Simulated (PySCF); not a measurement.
## Be(2+) (beryllium, charge +2) across methods

1s2, closed-shell 1S. All numbers are calculated (PySCF 2.14, no relativity, point nucleus, in aug-cc-pVTZ (5s4p3d2f, 46 functions)).

| method | E (hartree) | mean ε 1s (eV) | Σ⟨r²⟩ (bohr²) | ⟨S²⟩ |
| --- | --- | --- | --- | --- |
| LDA | -13.4441 | -130.69 | 0.4802 | 0.000 |
| MN15 | -13.6697 | -137.47 | 0.4743 | 0.000 |
| r2SCAN | -13.6571 | -134.54 | 0.4675 | 0.000 |
| BHandHLYP | -13.6544 | -144.00 | 0.4685 | 0.000 |
| B3LYP | -13.6535 | -137.28 | 0.4711 | 0.000 |
| PBE | -13.6186 | -132.27 | 0.4725 | 0.000 |
| UHF | -13.61116 | -154.22 | 0.4637 | 0.000 |
| M06-2X | -13.6582 | -143.36 | 0.4689 | 0.000 |

(1) Estimate the same row for PBE0.

Answers

(1) E (hartree) = -13.6281; mean ε 1s (eV) = -137.95; Σ⟨r²⟩ (bohr²) = 0.4699; ⟨S²⟩ = 0.000.
